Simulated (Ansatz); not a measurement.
InSi16: single points at one geometry.

```yaml
crystal:
  periodic: [false, false, false]
  atoms:
    - {symbol: In, position_ang: [0.559413, 1.781701, 1.726835]}
    - {symbol: Si, position_ang: [-2.505203, -3.329339, -0.459986]}
    - {symbol: Si, position_ang: [1.313851, -0.223499, 3.320799]}
    - {symbol: Si, position_ang: [2.852912, 1.566291, -0.359047]}
    - {symbol: Si, position_ang: [-1.893144, -1.354015, 0.893836]}
    - {symbol: Si, position_ang: [1.400236, -0.095580, -1.113855]}
    - {symbol: Si, position_ang: [-3.942124, -2.469638, 1.077581]}
    - {symbol: Si, position_ang: [0.662239, 2.501104, -1.623375]}
    - {symbol: Si, position_ang: [1.790999, -2.438710, -0.023873]}
    - {symbol: Si, position_ang: [-1.007830, 0.468771, -0.372324]}
    - {symbol: Si, position_ang: [-0.529998, -2.272679, -0.994332]}
    - {symbol: Si, position_ang: [0.295467, -1.687284, 1.794820]}
    - {symbol: Si, position_ang: [1.625426, 3.746764, 0.079216]}
    - {symbol: Si, position_ang: [2.468672, -0.369103, 1.209663]}
    - {symbol: Si, position_ang: [-1.320333, 2.868525, -0.022381]}
    - {symbol: Si, position_ang: [-1.468519, 1.815804, -2.478317]}
    - {symbol: Si, position_ang: [-0.302064, -0.509104, -2.655273]}
basis:
  gaussian: {orbitals: def2-SVP, initial_orbitals: start.molden}
magnetization: {spin_polarized: true, initial_magnetization: 1}
correlation: {method: mp2}
scf: {omitted_lower_state_checks: [starts]}
output: {orbitals: {seedname: orbitals}}
```

The file start.molden holds the orbitals of an earlier run on this structure, at another level or in another basis.

```sh
$ ansatz run in.yaml --threads 2 --pin off --events-out ev --progress --plain --max-ram 22528MiB --backend cuda --devices 0, --max-vram 18GiB
```

It prints (some lines left out):

```
Functional definition: HF
2995 factors; integrals over basis functions are off by at most 7.7e-4 eV
mean field evaluation 1: about -130892.2174 eV, gradient 2.7e1 eV
mean field evaluation 2: about -130894.7890 eV, gradient 2.5e0 eV
mean field evaluation 4: about -130895.0895 eV, gradient 1.1e0 eV
mean field evaluation 8: about -130895.1329 eV, gradient 3.7e-3 eV
mean field -130895.13291481 eV, -4810.3074107115 hartree, gradient 8.3e-6 eV, S^2 1.278855; 0 other end points of the search recorded, 0 dependent functions left out
84 core orbitals not correlated: weight in the atoms' cores, before any rotation towards them, 1.000 or more for the frozen orbitals, at most 0.000 for the correlated occupied ones
reference -130895.13291481 eV, -4810.3074107115 hartree; 39, 38 occupied and 191, 192 virtual orbitals, 2995 factors
second order -48.05887615 eV of doubles, -0.00000000 eV of singles
Total energy: -130943.19179096 eV, -4812.0735418346 hartree
Checks for a lower state left out: starts
```

Run time 4.3 s (2 threads of AMD EPYC 7R13 on a shared host and a share (18 GiB) of an NVIDIA H100 80GB HBM3), peak host memory 0.93 GiB.

First input, but with `hamiltonian: {xc: pbe, dispersion: d4}` and without the key `correlation` (abridged; 4.3 s):

```
Functional definition: PBE
mean field -131113.06572580 eV, -4818.3162937951 hartree, gradient 2.0e-5 eV, S^2 0.754595
Total energy: -131115.59337319 eV, -4818.4091831237 hartree
Checks for a lower state left out: starts
```

As the first input, with `gaussian: {orbitals: def2-TZVP, fitting: {mean_field: def2-universal-jkfit}, initial_orbitals: start.molden}`, `hamiltonian: {xc: {name: wB97M-V}}` and without the key `correlation` (abridged; 17 s):

```
Functional definition: wB97M-V
mean field -131207.86646625 eV, -4821.8001567486 hartree, gradient 2.2e-5 eV, S^2 0.764502
Total energy: -131207.86653171 eV, -4821.8001591541 hartree
Checks for a lower state left out: starts
```

As the first input, with `gaussian: {orbitals: def2-TZVP, fitting: {mean_field: def2-universal-jkfit}, initial_orbitals: start.molden}`, `hamiltonian: {xc: pbe, dispersion: d4}`, `output: {forces: true, orbitals: {seedname: orbitals}}` and without the key `correlation` (abridged; 7 s):

```
Functional definition: PBE
mean field -131156.92062584 eV, -4819.9279316458 hartree, gradient 2.3e-5 eV, S^2 0.755210
Total energy: -131159.44827486 eV, -4820.0208210340 hartree
Atom 0 force     0.062739    -0.037944    -0.040869 eV/Å
Atom 1 force    -0.023541     0.094030     0.092350 eV/Å
Atom 2 force    -0.017841     0.009988    -0.159284 eV/Å
Atom 3 force    -0.206403    -0.008401     0.015992 eV/Å
Atom 4 force     0.040260    -0.113054    -0.089277 eV/Å
Atom 5 force    -0.096795    -0.049092     0.079893 eV/Å
Atom 6 force     0.129741    -0.001157    -0.067382 eV/Å
Atom 7 force    -0.049722    -0.082446     0.117896 eV/Å
Atom 8 force    -0.104422     0.148051     0.034138 eV/Å
Atom 9 force     0.073734    -0.031553    -0.147857 eV/Å
Atom 10 force     0.043206     0.185003     0.143394 eV/Å
Atom 11 force     0.087307     0.096526    -0.139552 eV/Å
Atom 12 force    -0.102044    -0.142819    -0.046247 eV/Å
Atom 13 force    -0.162283    -0.050635    -0.041741 eV/Å
Atom 14 force     0.163495    -0.080134    -0.080384 eV/Å
Atom 15 force     0.152040    -0.049146     0.131919 eV/Å
Atom 16 force     0.010529     0.112784     0.197011 eV/Å
Dipole moment:     0.107254     0.197594    -0.053896 e Å
Checks for a lower state left out: starts
```

As the first input, with `gaussian: {orbitals: def2-TZVP, fitting: {mean_field: def2-universal-jkfit}, initial_orbitals: start.molden}`, `hamiltonian: {xc: r2scan, dispersion: d4}` and without the key `correlation` (abridged; 13 s):

```
Functional definition: r2SCAN
mean field -131209.51016647 eV, -4821.8605616176 hartree, gradient 2.3e-5 eV, S^2 0.765254
Total energy: -131210.11900246 eV, -4821.8829359275 hartree
Checks for a lower state left out: starts
```

As the first input, with `gaussian: {orbitals: def2-TZVP, fitting: {mean_field: def2-universal-jkfit}, initial_orbitals: start.molden}`, `hamiltonian: {xc: pbe0, dispersion: d4}` and without the key `correlation` (abridged; 8 s):

```
Functional definition: PBE0
mean field -131166.29519677 eV, -4820.2724407732 hartree, gradient 2.0e-5 eV, S^2 0.764572
Total energy: -131168.55994296 eV, -4820.3556686604 hartree
Checks for a lower state left out: starts
```

First input, but with `hamiltonian: {xc: pbe}`, `correlation: {method: rpa}` and without the key `output` (abridged; 6 s):

```
Functional definition: PBE
mean field -131113.06557733 eV, -4818.3162883390 hartree, gradient 3.1e-6 eV, S^2 0.754595
84 core orbitals not correlated: weight in the atoms' cores, before any rotation towards them, 1.000 or more for the frozen orbitals, at most 0.000 for the correlated occupied ones
Total energy: -130963.66209121 eV, -4812.8258114934 hartree
Checks for a lower state left out: starts
```

Geometry: PBE-D4/def2-SVP.

In the def2 sets In takes a core potential; there is no spin–orbit coupling. Correlated methods freeze 84 core orbitals; core or outer-core shells of In are correlated, in sets that lack core-valence functions. Single mean-field runs in def2-TZVP are fitted with def2-universal-jkfit. At MP2/def2-SVP the charge 0 doublet is spin-contaminated (final ⟨S²⟩ up to 1.28, 0.75 for a pure state). The structure comes from a short search, and lower isomers may exist.
